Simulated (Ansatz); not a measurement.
Molecule: CH₃Cl₃GeO (charge 0, singlet). 
Geometry from a B3LYP-D3(BJ)/def2-TZVP (Ansatz, an electronic-structure program) optimisation:
```xyz
9

C     -2.6735    -0.3731    -0.1316
O     -1.4006    -0.9317    -0.4732
Ge     0.0713    -0.0821    -0.0470
Cl     0.1979     0.1853     2.0777
Cl     1.6871    -1.2736    -0.7456
Cl     0.1145     1.8563    -0.9652
H     -2.7805    -0.2623     0.9500
H     -3.4254    -1.0718    -0.4946
H     -2.8233     0.5960    -0.6130
```

Property: atomisation energy (electronic, to ground-state atoms), in kJ/mol. Correlated levels leave the core frozen unless marked. UHF or UKS for open shells. Spin-orbit coupling is left out. The frozen core is the preceding noble-gas configuration, with the filled d and f shells of earlier blocks. Non-relativistic. The coupled-cluster limit lacks core correlation, which all-electron functionals hold. Basis-set limits of correlation are two-point, X^-3; Hartree-Fock from the larger set.

```tsv
level	program	atomisation energy (kJ/mol)
PBE-D3(BJ)/def2-TZVPD	Ansatz + dftd3	3137.3
```

### Question
Predict the CCSD(T)/CBS(def2-TZVPPD,def2-QZVPPD) result (Ansatz).

### Answer
3090.4 kJ/mol, so PBE-D3(BJ)/def2-TZVPD differs from it by 46.9 kJ/mol.
